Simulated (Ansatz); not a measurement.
Diatomic FeCl, multiplicity 6 (the spin of the measured ground state). No spin–orbit coupling. Fe is treated without relativity.

The constants come from a fifth-degree fit in 1/R (seven points, main isotopes). Runs in def2 and cc sets follow the lowest solution found near the PBE0 minimum.

Correlated levels freeze the inner cores; with def2 sets outer-core shells near the valence are correlated too.

Programs: Ansatz (an electronic-structure program). Values without a source in brackets are computed.

### Question
What bond length and harmonic frequency does PBE/def2-TZVPP give, and what D_e (from each atom's lowest state at the same level)?

### Answer
r_e = 2.168 Å, ω_e = 392 cm⁻¹, D_e = 3.71 eV.

### Question
What bond length and harmonic frequency does wB97M-V/def2-TZVPP give, and what D_e (from each atom's lowest state at the same level)?

### Answer
r_e = 2.183 Å, ω_e = 405 cm⁻¹, D_e = 3.49 eV.

### Question
What bond length and harmonic frequency does CCSD(T)/def2-TZVPP give, and what D_e (from each atom's lowest state at the same level)?

### Answer
r_e = 2.193 Å, ω_e = 401 cm⁻¹, D_e = 3.40 eV.
